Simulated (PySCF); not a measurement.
PySCF input file for C3H6NO, SMILES CC(=O)[N]C, multiplicity 2, B3LYP/pcH-1. Coordinates come from a B3LYP-D3(BJ)/def2-SVP optimisation. The isomer is the one that the SMILES or the coordinates give; other isomers of the formula were not compared.

```python
import numpy as np
from pyscf import gto, scf, dft
from pyscf.prop.hfc import uks as hfc

mol = gto.M(
    atom='''
    C     1.85750243    0.47622973    0.21385533
    N     0.78035372   -0.46009733    0.29110553
    C    -0.47111148   -0.05682293   -0.13858539
    C    -1.63041451   -0.72416850    0.55975236
    O    -0.59648101    0.70396680   -1.08915990
    H     2.71741988    0.02207534   -0.30891958
    H     1.57913329    1.42898764   -0.26813404
    H     2.21063037    0.67678418    1.24553111
    H    -2.57022139   -0.24114672    0.26309181
    H    -1.50375563   -0.67956166    1.65288852
    H    -1.65969313   -1.78962177    0.28094898
    ''',
    basis='pcH-1',
    charge=0,
    spin=1,
    max_memory=1600,
    verbose=3,
)
mf = dft.UKS(mol, xc='b3lyp').density_fit(auxbasis='def2-universal-jkfit')
mf.grids.level = 3
mf.conv_tol = 1e-10
mf.max_cycle = 100
mf.kernel()
fine, coarse = mf.grids, dft.Grids(mol).set(level=1).build(with_non0tab=True)
for _ in range(3):  # follow internal instabilities
    mf.grids = coarse
    mo, _, stable, _ = mf.stability(return_status=True, nroots=4)
    mf.grids = fine
    if stable:
        break
    mf.kernel(mf.make_rdm1(mo, mf.mo_occ))
A = hfc.HFC(mf).make_fcdip(mf.make_rdm1())  # Fermi contact and dipolar terms, MHz
print('atom   A(iso)/MHz   principal dipolar parts/MHz')
for i, a in enumerate(A):
    w = np.linalg.eigvalsh((a + a.T) / 2)
    print(f'{mol.atom_symbol(i):2s}{i + 1:3d} {w.mean():12.2f}', (w - w.mean()).round(2))
```

Log of the run:

```

WARN: HOMO -0.259224938546126 >= LUMO -0.259224938546126

converged SCF energy = -247.871437367815  <S^2> = 0.75983701  2S+1 = 2.0098129
<class 'pyscf.df.df_jk.DFUKS'> wavefunction is stable in the internal stability analysis
atom   A(iso)/MHz   principal dipolar parts/MHz
C   1       -27.57 [-4.91 -1.11  6.02]
N   2        34.25 [-38.77 -37.96  76.74]
C   3       -30.41 [-14.63   3.09  11.53]
C   4        -0.62 [-1.83 -1.11  2.95]
O   5       -14.03 [-68.64  32.01  36.63]
H   6        81.69 [-5.71 -2.92  8.63]
H   7        18.03 [-5.18 -2.64  7.82]
H   8       153.02 [-6.99 -4.6  11.59]
H   9         4.75 [-2.16 -0.94  3.11]
H  10         7.26 [-4.08 -2.61  6.68]
H  11        -7.17 [-2.79 -2.2   4.99]
```

Self-consistency was reached.

Cost: around 4 core-minutes (rough).
